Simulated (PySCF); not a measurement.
Zn⁺ (zinc, charge +1): UHF calculation

Configuration: [Ar] 3d10 4s1, 2S determinant. Computed with PySCF 2.14 in aug-cc-pVDZ-DK, with scalar relativity by spin-free X2C-1e.

* Total energy: -1793.980412 hartree
* One-electron energy: -2494.6343 hartree
* Hartree (Coulomb) energy: 771.0536 hartree
* Exchange energy: -70.3997 hartree
* ⟨S²⟩: 0.7509
* ⟨L²⟩: 0.000
* Sum of ⟨r⟩: 18.65 bohr
* Sum of ⟨r²⟩: 22.41 bohr²
* Langevin diamagnetic susceptibility: -17.8 ×10⁻⁶ cm³/mol
* Time after the integrals: 0.34 s of wall time on 1 thread of Neoverse-N1 (shared host)

| shell | electrons | mean orbital energy (eV) | rms radius, mean of both spins (bohr) |
| --- | --- | --- | --- |
| 1s α | 1 | -9738.7 | 0.0580 |
| 1s β | 1 | -9738.6 | 0.0580 |
| 2s α | 1 | -1242.8 | 0.244 |
| 2s β | 1 | -1242.7 | 0.244 |
| 2p β | 3 | -1074.3 | 0.219 |
| 2p α | 3 | -1074.3 | 0.219 |
| 3s α | 1 | -167.25 | 0.732 |
| 3s β | 1 | -166.98 | 0.732 |
| 3p α | 3 | -114.93 | 0.777 |
| 3p β | 3 | -114.92 | 0.777 |
| 3d α | 5 | -30.190 | 0.998 |
| 3d β | 5 | -30.158 | 0.998 |
| 4s α | 1 | -16.966 | 2.71 |

Densities and radii are taken from the X2C orbitals without a picture-change correction, which distorts them close to the nucleus.
